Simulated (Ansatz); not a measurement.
A further run on Sn₃O₄.

```yaml
crystal:
  periodic: [false, false, false]
  atoms:
    - {symbol: Sn, position_ang: [-0.119396, 2.314482, 0.779690]}
    - {symbol: Sn, position_ang: [0.345661, -0.139821, -2.057080]}
    - {symbol: Sn, position_ang: [-0.266489, -1.384448, 1.543609]}
    - {symbol: O, position_ang: [-0.683747, -1.475513, -0.626226]}
    - {symbol: O, position_ang: [-0.296029, 0.593741, 1.783522]}
    - {symbol: O, position_ang: [0.182716, 1.574042, -1.053333]}
    - {symbol: O, position_ang: [0.837285, -1.482472, -0.370182]}
basis:
  gaussian: {orbitals: def2-SVPD}
hamiltonian: {xc: {name: HF}}
correlation: {method: mp2}
scf: {omitted_lower_state_checks: [starts]}
output: {forces: true}
```

```sh
$ ansatz run in.yaml --threads 4 --pin off --events-out ev --progress --plain --max-ram 4787MiB
```

Shortened log:

```
Functional definition: HF
2162 factors; integrals over basis functions are off by at most 1.1e-3 eV
mean field evaluation 1: about -25549.8405 eV, gradient 6.9e1 eV
mean field evaluation 2: about -25550.3957 eV, gradient 6.9e1 eV
mean field evaluation 4: about -25560.1124 eV, gradient 6.0e0 eV
mean field evaluation 8: about -25560.3063 eV, gradient 1.0e0 eV
mean field evaluation 16: about -25560.3101 eV, gradient 2.0e-6 eV
mean field -25560.31014213 eV, -939.3240723229 hartree, gradient 2.2e-6 eV, S^2 0.000000; 0 other end points of the search recorded, 0 dependent functions left out; unrestricted orbitals would lower it
16 core orbitals not correlated: weight in the atoms' cores, before any rotation towards them, 1.000 or more for the frozen orbitals, at most 0.000 for the correlated occupied ones
reference -25560.31014213 eV, -939.3240723229 hartree; 33, 33 occupied and 139, 139 virtual orbitals, 2162 factors
second order -30.19816825 eV of doubles, -0.00000000 eV of singles
Total energy: -25590.50831038 eV, -940.4338345370 hartree
Atom 0 at    -0.119396     2.314482     0.779690 Å, force    -0.017875     0.339275     0.115431 eV/Å
Atom 1 at     0.345661    -0.139821    -2.057080 Å, force     0.029635    -0.274898    -0.191403 eV/Å
Atom 2 at    -0.266489    -1.384448     1.543609 Å, force     0.000784    -0.334777    -0.014201 eV/Å
Atom 3 at    -0.683747    -1.475513    -0.626226 Å, force    -0.838556    -0.011442    -0.147539 eV/Å
Atom 4 at    -0.296029     0.593741     1.783522 Å, force    -0.047084     0.070730     0.282485 eV/Å
Atom 5 at     0.182716     1.574042    -1.053333 Å, force     0.031856     0.231535    -0.181625 eV/Å
Atom 6 at     0.837285    -1.482472    -0.370182 Å, force     0.841239    -0.020423     0.136852 eV/Å
Dipole moment:    -0.007004     0.145750     0.049036 e Å
Checks for a lower state left out: starts
```

Hardware: 4 threads of Arm Neoverse V2 on a shared host. Wall time 14 s, peak host memory 0.83 GiB.

In the def2 sets Sn takes a core potential; there is no spin–orbit coupling. Correlated methods freeze 16 core orbitals; core or outer-core shells of Sn are correlated, in sets that lack core-valence functions. The restricted singlet (for correlated methods, its reference) is unstable: a solution with broken spin symmetry lies lower.
